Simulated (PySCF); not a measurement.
Structure problem from calculated spectra and properties.

Elements present: C, H, N and Si. Monoisotopic mass: 140.0226 u.

| Item | Value |
| --- | --- |
| 1H NMR | chemical shifts (computed TMS as zero) by class: 5.04 (2 H), 4.70 (2 H), 2.81 (3 H), -0.06 (1 H) ppm [GIAO PBE0/pcSseg-1] |
| Polarisability | 110.1 au [CAM-B3LYP/def2-SVPD] |
| 13C NMR | chemical shifts (computed TMS as zero) by class: 124.2 (1 C), 121.5 (1 C), 104.3 (1 C), 31.8 (1 C) ppm [GIAO PBE0/pcSseg-1] |
| Rotational structure | rotational constants A, B, C: 3.328, 0.437, 0.417 GHz [GFN2-xTB] |
| Dipole | 3.81 D [CAM-B3LYP/def2-SVPD] |
| NMR, other nuclei | isotropic shieldings of nuclei other than C and H, by class: -97 (1 N), 254 (1 N), 408 (1 Si), 447 (1 Si) ppm [GIAO PBE0/pcSseg-1] |
| UV, strongest line | among the 8 lowest singlet transitions: S5 at 6.09 eV (204 nm, f = 0.013) [TDDFT CAM-B3LYP/def2-SVPD] |
| Triplet | lowest triplet excitation (Tamm–Dancoff): 4.69 eV [TDA CAM-B3LYP/def2-SVPD] |

The electronic properties come from PySCF, for the isolated species, density fitting. Levels stand in brackets. Geometry: GFN2-xTB, one conformer, isolated molecule. NMR classes are plain means over equivalent atoms (diastereotopic ones count apart unless rotation or inversion swaps them), as if these changed places fast.

**Question.** Which formula fits the mass and the elements?

**Answer.** C4H8N2Si2 (calculated 140.0226). No other formula that holds each of these elements comes within 0.0003 u with a fitting electron parity and a possible valence count.

**Question.** Propose a structure and show how it fits.

**Answer.** Numbering: `[CH3:1][NH:2][SiH2:3][C:4]#[C:5][SiH2:6][C:7]#[N:8]`. Its formula, C4H8N2Si2, gives 4 degrees of unsaturation: 0 rings and 4 π bonds in the structure found. 4 carbons fall into 4 classes; from least to most shielded: alkyne carbon [C4] (124.2 ppm), cyano carbon [C7] (121.5 ppm), alkyne carbon [C5] (104.3 ppm), N-methyl carbon [C1] (31.8 ppm). Hydrogen classes from least to most shielded: 2 H on an SiH2 silicon, Si3 (5.04 ppm), 2 H on an SiH2 silicon, Si6 (4.70 ppm), 3 H on an N-methyl carbon, C1 (2.81 ppm, a mean of values up to 0.5 ppm apart in this geometry), 1 H on a silicon-bound nitrogen, N2 (-0.06 ppm). The other shieldings belong to: -97 ppm, cyano nitrogen [N8]; 254 ppm, silicon-bound nitrogen [N2]; 408 ppm, SiH2 silicon [Si3]; 447 ppm, SiH2 silicon [Si6]. The optimised geometry has point group C1 and is an asymmetric top. Structure: `CN[SiH2]C#C[SiH2]C#N`. Computed isomers that give other values at the same levels: `C[SiH2]C([SiH3])(C#N)C#N` (13C chemical shifts (computed TMS as zero) by class: 119.5 (2 C), -5.5 (1 C), -7.2 (1 C) ppm); `C#C[Si@]([SiH3])(C#N)NC` (13C chemical shifts (computed TMS as zero) by class: 124.6 (1 C), 103.8 (1 C), 89.1 (1 C), 33.0 (1 C) ppm); `C#C[Si@@H](CC#N)[SiH2]N` (13C chemical shifts (computed TMS as zero) by class: 127.4 (1 C), 107.4 (1 C), 85.9 (1 C), 1.3 (1 C) ppm). The assignments are read from this structure; whether some other isomer fits the data as well wasn't checked.

The values belong to the conformer `[CH3:1][NH:2][SiH2:3][C:4]#[C:5][SiH2:6][C:7]#[N:8]`: C1–N2–Si3–C4 176°.
